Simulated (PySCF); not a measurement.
Ge(H)2(SH)2, H₄GeS₂, SMILES [SH][GeH2][SH], singlet, PBE0/def2-SVP optimised geometry.

```
7

Ge    -0.35    -0.89     0.00
S     -1.19     1.18     0.00
S     -0.90    -2.02     1.84
H     -0.93    -1.53    -1.27
H      1.19    -0.89     0.00
H     -0.58     1.53     1.16
H     -2.23    -1.88     1.65
```

Density from PBE0/def2-TZVP (PySCF) at that geometry.

Minimum of the electron density along straight lines between bonded atoms, close to the bond critical point (lines longer than 1.1 times the sum of covalent radii, or with two minima, are not listed):

```
bond    length / Å  ρ at the minimum / e bohr⁻³  ∇²ρ there / e bohr⁻⁵  position (fraction from the first atom)
------  ----------  ---------------------------  --------------------  ---------------------------------------
Ge1–S2       2.227                        0.103                  0.05                                     0.44
Ge1–S3       2.227                        0.103                  0.05                                     0.44
Ge1–H4       1.537                        0.135                  0.04                                     0.59
Ge1–H5       1.537                        0.135                  0.04                                     0.59
S2–H6        1.351                        0.211                 -0.59                                     0.65
S3–H7        1.351                        0.211                 -0.59                                     0.65
```
